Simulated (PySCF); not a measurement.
B3LYP has the VWN-RPA correlation part, as in Gaussian. 

Cartesian coordinates (Å):
```xyz
6

Nb     0.0041    -0.0054     0.0008
Cl    -1.6536     0.9615    -1.3336
Cl     0.3758    -1.5910    -1.6093
Cl     1.1810     1.9588    -0.0360
Cl     1.6610    -0.9722     1.3363
Cl    -1.5429    -0.3851     1.6464
```
Charge 0, spin multiplicity 1.

Predict the HOMO–LUMO gap, LUMO and total energy from B3LYP-D3(BJ)/def2-TZVP // BP86-D3(BJ)/def2-SVP (PySCF).


```yaml
HOMO–LUMO gap: 4.31 eV
LUMO: -4.62 eV
total_energy: -2358.4536 Ha
```
